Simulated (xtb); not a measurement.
HCl3Ge, charge -1, doublet, geometry from GFN2-xTB (a state made from the parent by changing its charge; the spin is typed, not shown lowest). Base run: GFN2-xTB (xtb).

Input for xtb:
```
$ xtb mol.xyz --gfn 2 --chrg -1 --uhf 1 --json

# file mol.xyz
5

Ge     0.18961606     0.14465705     0.11687467
Cl    -0.81013033     2.36575078    -0.06066118
Cl     2.01410151    -1.47877166     0.11574629
Cl    -1.55983724    -1.16332174    -0.38022513
H     -0.01799083     0.06879887     1.78739072
```

Each row names what was changed in the base input (with any setting that the change needs).

| change | ΔE vs base (kcal/mol) | G_solv (kcal/mol) | SCF cycles |
|---|---|---|---|
| base | 0.000 | - | 13 |
| alpb = ether | -41.84 | -42.16 | 15 |
| acc = 30 | 0.000 | - | 9 |
| gbsa = chcl3 | -45.40 | -45.41 | 14 |
| acc = 0.1 | 0.000 | - | 16 |
| alpb = hexane | -31.49 | -31.54 | 14 |
| gbsa = water | -46.74 | -47.34 | 15 |
| alpb = toluene | -42.38 | -42.44 | 14 |
| alpb = dmso | -46.73 | -47.50 | 15 |

ALPB and GBSA are two models with their own fitted parameters for each solvent, which aren't always the measured dielectric constant.
